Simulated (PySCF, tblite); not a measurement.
Isomers of C4H13P3, one GFN2-xTB conformer each. Single-point energies are computed at PBE0/pcSseg-1 (PySCF, gas phase, no added dispersion term), electronic only.

Question: Rank them by PBE0/pcSseg-1 energy, lowest first (kJ/mol).
A. `[CH3:1][CH2:2][CH2:3][P:4]([PH2:5])[CH2:6][PH2:7]` with C1–C2–C3–P4 176°, C2–C3–P4–P5 28°, C3–P4–P5–H 71° and 162°, C3–P4–C6–P7 140°, P4–C6–P7–H 162° and 70°
B. `[CH3:1][P:2]([CH2:3][PH2:4])[CH2:5][CH2:6][PH2:7]` with C1–P2–C3–P4 -76°, P2–C3–P4–H -70° and -163°, C1–P2–C5–C6 155°, P2–C5–C6–P7 40°, C5–C6–P7–H 174° and 82°
C. `[CH3:1][C:2]([CH3:3])([CH3:4])[P:5]([PH2:6])[PH2:7]` with C2–P5–P6–H 175° and 83°, C2–P5–P7–H 168° and -100°

Answer: C (0.0), A (45.7), B (77.2).

GFN2-xTB itself gives, in the same order: 0.0, 72.2, 131.0. Both levels put the same isomer lowest; measured from each level's own lowest isomer, the values differ by up to 53.8 kJ/mol (CP(CP)CCP: 131.0 against 77.2).

Q: Which frontier levels, dipoles and rotational constants go with these structures?

A: 
```json
{"SMILES": "CC(C)(C)P(P)P", "HOMO (eV, PBE0/pcSseg-1)": "-6.16", "LUMO (eV)": "-0.07", "dipole (D)": "1.01", "A, B, C (MHz)": "1613, 1313, 925.0"}
{"SMILES": "CCCP(P)CP", "HOMO (eV, PBE0/pcSseg-1)": "-6.16", "LUMO (eV)": "-0.03", "dipole (D)": "1.68", "A, B, C (MHz)": "2121, 807.2, 738.3"}
{"SMILES": "CP(CP)CCP", "HOMO (eV, PBE0/pcSseg-1)": "-6.27", "LUMO (eV)": "0.23", "dipole (D)": "2.55", "A, B, C (MHz)": "2038, 894.4, 678.4"}
```

Q: What happens when harmonic zero-point energies from GFN2-xTB frequencies are added?

A: 
```tsv
SMILES	ZPE (kJ/mol)	electronic (kJ/mol)	with ZPE (kJ/mol)
CC(C)(C)P(P)P	411.3	0.0	0.0
CCCP(P)CP	410.5	45.7	44.9
CP(CP)CCP	404.5	77.2	70.3
```

The zero-point energies span 6.8 kJ/mol. The order is unchanged.
